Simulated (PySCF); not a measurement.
## Basis-set dependence of Tl₂ at PBE0

PySCF, UKS reference; triplet, unpaired electrons σ ↑, π ↑; De to Tl + Tl without counterpoise correction.

```
     basis                           relativity  functions  Re (Å)  ωe (cm⁻¹)  De (eV)
cc-pVDZ-PP  scalar-relativistic core potentials         46   3.140       81.4     1.17
  def2-SVP  scalar-relativistic core potentials         52   3.140       81.5     1.17
 def2-SVPD  scalar-relativistic core potentials         64   3.137       81.5     1.18
cc-pVTZ-PP  scalar-relativistic core potentials         78   3.122       80.5     1.18
def2-TZVPP  scalar-relativistic core potentials        100   3.118       80.1     1.18
```

(1) How does each smaller set differ from the one with most functions, def2-TZVPP?

Spin–orbit coupling is left out, which matters for elements this heavy, above all for dissociation energies. The state was picked by a PBE0 search and need not be the measured ground state.

Answers

(1) cc-pVDZ-PP: +2.2 pm, +1.6 % in ωe, -0.01 eV in De; def2-SVP: +2.2 pm, +1.7 % in ωe, -0.01 eV in De; def2-SVPD: +1.9 pm, +1.7 % in ωe, +0.00 eV in De; cc-pVTZ-PP: +0.4 pm, +0.5 % in ωe, +0.00 eV in De. All at PBE0; the set with most functions is neither the basis-set limit nor always the best.
